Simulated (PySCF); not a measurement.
An unknown shows these calculated signals:

¹H NMR (400 MHz, computed): δ 5.23 (q, 2H), 2.48 (s, 3H), 0.38 (t, 3H).

¹³C{¹H} NMR (computed): δ 156.3 (C), 115.3 (C), 35.5 (CH3), -3.6 (CH3).

- PBE0/pcSseg-1 with gauge-including orbitals
- geometry: GFN2-xTB
- program: PySCF 2.14.0 with density-fitted response routines
- one conformer, non-relativistic, no solvent, rapidly exchanging positions averaged

Chemical shifts δ = σref − σ; ¹H, ¹³C against TMS, all at this level.

Task: Which of these does the molecule contain: a Si–CH3 group, an N-methyl group, a nitrile, a non-aromatic C=C double bond, a Si–H bond, an NH or NH2 group?

Result: 
- A Si–CH3 group: yes (δC -3.6; δH 0.38 (t)).
- An N-methyl group: no.
- A nitrile: yes (δC 115.3).
- A non-aromatic C=C double bond: no.
- A Si–H bond: yes (δH 5.23 (q)).
- An NH or NH2 group: no.

The data belong to `C[SiH2]/N=C(/C)C#N`, C4H8N2Si; they needn't prove each group on their own.

Carbon signals by region: 2 in the sp2 and nitrile region (100–160 ppm), 2 below 50 ppm.

Shifts are as computed. Against solution values, carbons near 30 ppm lie about +3 ppm off and those near 130 ppm about +5 ppm. Of 1211 compounds with measured shifts, 218 miss one by over three times the rms of a fit or turn the order of signals round; such compounds aren't used in these exercises. Multiplicities follow the n + 1 count of equivalent neighbours, as no J values were calculated; m marks all less simple cases, F and P coupling included.
